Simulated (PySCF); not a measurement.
Argon: a sound run and one with changed settings

Sound run: Ar²⁺ [Ne] 3s2 3p4, Ar³⁺ [Ne] 3s2 3p3. All numbers are calculated (PySCF 2.14, the non-relativistic Hamiltonian (point nucleus), in def2-TZVP (5s5p2d1f, 37 functions)). In the sound run the correlated levels freeze [Ne]. The sound run starts from symmetry-adapted Hartree-Fock orbitals and uses a fine grid where one is needed.

Changed run: scalar relativity by spin-free X2C-1e. This setting is unsound on purpose.

| species | method | sound run (hartree) | changed run (hartree) | converged |
| --- | --- | --- | --- | --- |
| Ar²⁺ | UHF | -525.29800 | -526.89286 | yes |
| Ar²⁺ | MN15 | -525.85466 | -527.47268 | yes |
| Ar²⁺ | PBE0 | -525.77911 | -527.37871 | yes |
| Ar²⁺ | MP2 | -525.42519 | -527.02000 | yes |
| Ar²⁺ | CCSD(T) | -525.45634 | -527.05099 | yes |
| Ar³⁺ | UHF | -523.85107 | -525.44494 | yes |
| Ar³⁺ | MN15 | -524.34824 | -525.96548 | yes |
| Ar³⁺ | PBE0 | -524.28261 | -525.88128 | yes |
| Ar³⁺ | MP2 | -523.94964 | -525.54344 | yes |
| Ar³⁺ | CCSD(T) | -523.97575 | -525.56939 | yes |

Ionisation energy of Ar²⁺:

```csv
method,sound run (eV),changed run (eV)
UHF,39.373,39.400
MN15,40.992,41.013
PBE0,40.722,40.747
MP2,40.152,40.179
SCS-MP2,40.233,40.261
CCSD,40.262,40.290
CCSD(T),40.289,40.316
```

Most of the change in total energy is the relativistic energy itself. On top of that the contraction fixes the core shape for the Hamiltonian it was made with, so the changed run is not a good calculation with the other Hamiltonian either.

For comparison, NIST gives 40.735 ± 0.012 eV between the lowest levels.
